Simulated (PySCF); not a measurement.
Compound: C4H6N3 (charge -1).
Cartesian coordinates in Å at the GFN2-xTB level; atoms count from 1:
```xyz
13
C4H6N3 angstrom
C     -1.8640   -0.0413   -0.3462
N     -0.8808    0.5999    0.5015
C      0.4707    0.2131    0.2109
C      1.1625    0.2837   -0.9964
N      2.4178   -0.1473   -0.8325
N      2.5823   -0.4974    0.4480
C      1.4253   -0.2969    1.0875
H     -1.6511    0.2274   -1.3813
H     -1.8717   -1.1448   -0.2799
H     -2.8641    0.3248   -0.0883
H     -1.0652    0.3700    1.4773
H      0.8115    0.6172   -1.9648
H      1.3224   -0.5080    2.1466
```

Structure optimised with GFN2-xTB, isolated species.

Masses are those of the commonest isotopes; rigid-rotor values at the optimised geometry. The values belong to one conformer with, in the numbering `[CH3:1][NH:2][c:3]1[cH:4][n:5][n-:6][cH:7]1`, C1–N2–C3–C4 56°.

(1) What are A, B and C (GHz)?

(2) Classify the top.

(3) What does the inertial defect say?

(4) Give the other two planar moments, Paa and Pbb, and the rms extents of the mass along the axes.

## Answers

(1) Ia = 66.64, Ib = 255.86, Ic = 304.30 u·Å²; 505379 MHz·u·Å²/I gives 7584, 1975 and 1661 MHz, that is A = 7.5837, B = 1.9752, C = 1.6608 GHz.

(2) An asymmetric top. Ray's parameter κ = (2B − A − C)/(A − C) = -0.894; −1 is the prolate and +1 the oblate limit.

(3) Not planar: Δ = Ic − Ia − Ib = -18.20 u·Å². For a rigid frame Δ = −2 Σ m c², so Σ m c² = 9.10 u·Å² lies off the ab plane: 2.62 from hydrogen and 6.48 from heavier atoms. The atom farthest from that plane is 1.50 Å away.

(4) Paa = Σ m a² = (Ib + Ic − Ia)/2 = 246.76 and Pbb = Σ m b² = (Ia + Ic − Ib)/2 = 57.54 u·Å². With the mass M = 96.06 u, the rms extents √(P/M) along a, b and c are 1.60, 0.77, 0.31 Å.

GFN2-xTB frequencies: not computed here. No vibrational averaging or centrifugal distortion is included, and the geometry carries the error of its method.
